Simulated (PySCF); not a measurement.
## Relaxation of doublet TlBr₂

Level of theory: PySCF, UPBE0, basis Tl def2-SVP with ECP60, Br def2-SVP (scalar-relativistic core potentials, no spin–orbit coupling, density fitting). A (50,194) grid was used.

A start displaced from a saddle point along its imaginary mode, of C2v symmetry, held to at least that symmetry:

```xyz
3
charge 0 multiplicity 2, angstrom
Tl    0.1811    0.0653    0.0000
Br   -0.2352   -0.0848    2.6982
Br   -0.2352   -0.0848   -2.6982
```

Optimiser trace:
```json
{"step": "0", "E − E(last) (kJ/mol)": "4.30", "largest gradient (Eh/bohr)": "0.00515"}
{"step": "1", "E − E(last) (kJ/mol)": "3.34", "largest gradient (Eh/bohr)": "0.00304"}
{"step": "2", "E − E(last) (kJ/mol)": "2.48", "largest gradient (Eh/bohr)": "0.00175"}
{"step": "3", "E − E(last) (kJ/mol)": "1.81", "largest gradient (Eh/bohr)": "0.00228"}
{"step": "4", "E − E(last) (kJ/mol)": "1.08", "largest gradient (Eh/bohr)": "0.00208"}
{"step": "5", "E − E(last) (kJ/mol)": "0.68", "largest gradient (Eh/bohr)": "0.00359"}
{"step": "6", "E − E(last) (kJ/mol)": "0.05", "largest gradient (Eh/bohr)": "0.00028"}
{"step": "7", "E − E(last) (kJ/mol)": "0.02", "largest gradient (Eh/bohr)": "0.00029"}
{"step": "8", "E − E(last) (kJ/mol)": "0.00", "largest gradient (Eh/bohr)": "0.00019"}
{"step": "9", "E − E(last) (kJ/mol)": "0.00", "largest gradient (Eh/bohr)": "0.00004"}
```

It ends at C2v with Tl–Br 2.653 Å (×2); Br–Tl–Br 133.6°. No frequency check is given, so it may be a saddle point. Other isomers or separated fragments may lie lower.

With an element this heavy the missing spin–orbit coupling can shift these numbers.

The relaxation took 42 s on 2 threads of a shared Arm Neoverse V1 host, with 90 basis functions and 10 gradients; the process peaked at 0.9 GiB. Launch command: `OMP_NUM_THREADS=2 python axn.py task.json out`.
